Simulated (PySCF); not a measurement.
Assigning NMR signals

Structure with atom numbers: `[CH2:1]=[C:2]([CH3:3])[Si@H:4](/[CH:5]=[CH:6]\[CH3:7])[NH:8][CH3:9]` (H(Xn): hydrogen on atom n). Ha(C1) is cis to C3; Hb(C1) is trans to C3.

Method: NMR shieldings at PBE0/pcSseg-1/GIAO, structure optimised with GFN2-xTB, in PySCF 2.14.0 with density-fitted response routines (equivalent nuclei averaged, single conformer, non-relativistic Hamiltonian, no solvent model).

Scale: 13C (σ = 186.93 ppm) and 1H (σ = 31.72 ppm) against TMS (reference shieldings calculated alike).

(1) Assign these signals to the numbered atoms. 13C{1H} NMR (computed): δ 159.0 (CH), 155.4 (C), 134.2 (CH2), 128.6 (CH), 30.9 (CH3), 26.3 (CH3), 23.1 (CH3).

(2) Assign these signals to the numbered atoms. 1H NMR (400 MHz, computed): δ 7.08 (m, 1H), 5.97 (br s, 1H), 5.71 (br s, 1H), 5.58 (m, 1H), 5.15 (d, 1H), 2.78 (s, 3H), 2.40 (d, 3H), 2.09 (s, 3H), -0.21 (br s, 1H).

## Answers

(1) 
```tsv
δ (ppm)	atoms	environment	reason
159.0	C6	alkene CH	as expected for a trigonal carbon in a double bond
155.4	C2	fully substituted alkene carbon	an sp2 carbon of a C=C bond
134.2	C1	terminal =CH2 carbon	as expected for a trigonal carbon in a double bond
128.6	C5	alkene CH	the olefinic region
30.9	C9	methyl carbon bonded to N	pulled downfield by the heteroatom
26.3	C3	allylic methyl carbon	saturated and bonded to C and H only
23.1	C7	allylic methyl carbon	–
```

(2) 
7.08 → H(C6), hydrogen on an alkene CH: attached to an sp2 carbon and in the plane of the double bond
5.97 → Ha(C1), hydrogen on a terminal =CH2 carbon: attached to an sp2 carbon and in the plane of the double bond
5.71 → Hb(C1), hydrogen on a terminal =CH2 carbon
5.58 → H(C5), hydrogen on an alkene CH: olefinic region
5.15 → H(Si4), hydrogen on a silicon bonded to 2 C, N
2.78 → H(C9), hydrogen on a methyl carbon bonded to N: its carbon carries N, hence the downfield position
2.40 → H(C7), hydrogen on an allylic methyl carbon: allylic position
2.09 → H(C3), hydrogen on an allylic methyl carbon
-0.21 → H(N8), hydrogen on a nitrogen bonded to C, Si: exchangeable, gas-phase position

Exchangeable OH/NH protons stand at their gas-phase positions; hydrogen bonding in a real sample shifts them, mostly to higher δ. Shifts are as computed. Against solution values, carbons near 30 ppm lie about +3 ppm off and those near 130 ppm about +5 ppm. Of 1211 compounds with measured shifts, 218 miss one by over three times the rms of a fit or turn the order of signals round; such compounds aren't used in these exercises. No couplings were computed; multiplicities are counted from neighbouring protons, with m where these are inequivalent, close in shift, in a saturated or five-membered ring or joined by F or P, and br s for small geminal =CH2 splittings.
